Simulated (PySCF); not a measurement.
A structure optimised at r2SCAN-D4/def2-SVP, used in a PySCF frequency run:

```xyz
11

O     -1.7746    -0.8970     1.3007
Si    -0.3055    -0.1987     1.0100
Cl    -0.5184     1.6870     0.1567
N      0.6545    -1.0561    -0.1344
Si     1.3638    -0.5022    -1.6426
H     -2.3219    -1.0953     0.5303
H      0.2954    -0.0599     2.3520
H      0.8852    -2.0171     0.1160
H      2.1354    -1.6641    -2.1759
H      2.2894     0.6513    -1.4498
H      0.3292    -0.1125    -2.6452
```

Q: Write its SMILES and formula.

A: O[Si@H](Cl)N[SiH3], ClH₆NOSi₂

Q: What are its rotational constants (standard atomic weights)?

A: 3.1524, 1.7128, 1.2185 GHz
